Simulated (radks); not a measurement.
Values are calculated unless marked as measured or tabulated.
Spherical quantum dot in the effective-mass picture: electrons in a parabolic well V = omega^2 r^2 / 2 with omega = 0.128, with a point charge +1 (a donor) at the centre, all in effective atomic units (hartree* = m*/eps^2 hartree, bohr* = eps/m* bohr), one dielectric constant everywhere. Level of theory: non-relativistic Kohn-Sham, LDA (Slater exchange, Perdew-Wang correlation), spin-polarised, spherical densities (a radial shooting solver with Libxc functionals). Levels are named by radial order and angular momentum (1s, 1p, 1d, 2s, ...), and open shells are averaged over m. Results are scaled to m* = 0.598 and eps = 17.2, for which hartree* = 55 meV and bohr* = 1.522 nm.

N = 33, configuration 1s2 1p6 1d10 2s2 1f(up 7, down 6). This is the lowest configuration that the search found. Occupied and some empty levels:

| level | occupation | eigenvalue (meV) | <r> (nm) |
|---|---|---|---|
| 1s down | 1 | 198.45 | 3.891 |
| 1s up | 1 | 198.46 | 3.910 |
| 2s up | 1 | 202.84 | 12.91 |
| 2s down | 1 | 202.92 | 12.89 |
| 1p up | 3 | 203.14 | 13.12 |
| 1p down | 3 | 203.22 | 13.06 |
| 1d up | 5 | 204.83 | 14.59 |
| 1d down | 5 | 204.93 | 14.57 |
| 1f up | 7 | 206.79 | 15.55 |
| 1f down | 6 | 206.89 | 15.54 |
| 2p up | 0 | 207.80 | 12.12 |
| 2p down | 0 | 207.85 | 12.14 |
| 1g up | 0 | 209.05 | 16.29 |
| 1g down | 0 | 209.15 | 16.29 |
| 2d up | 0 | 210.81 | 13.38 |
| 2d down | 0 | 210.86 | 13.38 |

Energy (meV): total 3910.29, kinetic 157.31, external 1092.0, Hartree 2929.8, exchange-correlation -268.82.

Electron density:

| r (nm) | n(r) (e/nm^3) |
|---|---|
| 0.583 | 0.04914 |
| 2.05 | 0.009175 |
| 3.51 | 0.002353 |
| 4.98 | 0.0009144 |
| 6.45 | 0.0006821 |
| 7.91 | 0.0007933 |
| 9.38 | 0.001005 |
| 10.8 | 0.001218 |
| 12.3 | 0.001370 |
| 13.8 | 0.001400 |
| 15.2 | 0.001259 |
| 16.7 | 0.0009472 |
| 18.2 | 0.0005714 |
| 19.6 | 0.0002646 |
| 21.1 | 0.00009046 |
| 22.6 | 0.00002307 |
| 24.0 | 4.357e-06 |
| 25.5 | 6.090e-07 |
| 27.0 | 6.211e-08 |
| 28.4 | 4.832e-09 |
